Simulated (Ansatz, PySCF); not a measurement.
F2Si, charge -1, doublet, at a GFN2-xTB geometry (a state made from the parent by changing its charge; the spin is typed, not shown lowest) (a gas-phase anion, which may not be bound at this level). Base run: CASSCF(7,5)/def2-SVP run with PySCF.

The PySCF input:
```python
from pyscf import gto, scf, mcscf
import numpy

mol = gto.Mole()
mol.atom = '''
    Si   -0.029572   -0.016660    0.716887
    F     1.178364   -0.747771   -0.527597
    F    -1.132363    0.773686   -0.587560
'''
mol.basis = 'def2-svp'
mol.charge = -1
mol.spin = 1
mol.verbose = 3
mol.build()

mf = scf.ROHF(mol)
mf.kernel()
mc = mcscf.CASSCF(mf, 5, 7)
mc.fix_spin_(ss=0.75)
mc.kernel()
occ = numpy.linalg.eigvalsh(mc.fcisolver.make_rdm1(mc.ci, mc.ncas, mc.nelecas))[::-1]
ss = mc.fcisolver.spin_square(mc.ci, mc.ncas, mc.nelecas)[0]
print('natural occupations', occ.round(4), ' <S^2>', round(ss, 4))
```

Programs used: Ansatz (a program for electronic structure), PySCF; a row that names a program was run with it.

Variants of this job, named by their change:

```tsv
change	ΔE vs base (mEh)	natural occupations	<S^2> of the state
base	0.000	2.00 2.00 1.97 1.00 0.03	0.75
solver = newton	0.000	2.00 2.00 1.97 1.00 0.03	0.75
active space = 9 electrons, 9 orbitals	-61.223	2.00 1.99 1.98 1.95 1.00 0.04 0.03 0.01 0.01	0.75
code = ansatz; correction = SC-NEVPT2, all electrons	-441.9	-	-
active space = 3 electrons, 5 orbitals	-12.212	1.95 1.00 0.03 0.02 0.01	0.75
orbitals = fixed (CASCI)	9.471	2.00 2.00 1.98 1.00 0.02	0.75
active space = 7 electrons, 8 orbitals	-60.933	1.99 1.98 1.95 1.00 0.04 0.03 0.01 0.01	0.75
active space = 5 electrons, 4 orbitals	0.773	2.00 1.97 1.00 0.03	0.75
state_average = 2 states	6.650	-	-
code = ansatz	-7.248	-	-
fix_spin_ = off	0.000	2.00 2.00 1.97 1.00 0.03	0.75
```

Active orbitals are taken around the Fermi level unless the row says otherwise; CASSCF can end in different local minima, and two programs can end on different orbitals. State-averaged rows give the lowest state.

Open shells are given as the SCF converged; they aren't shown to be the lowest states, and a large step between rows can be another state.

A gas-phase anion may not be bound at this level; its values then depend on the basis.
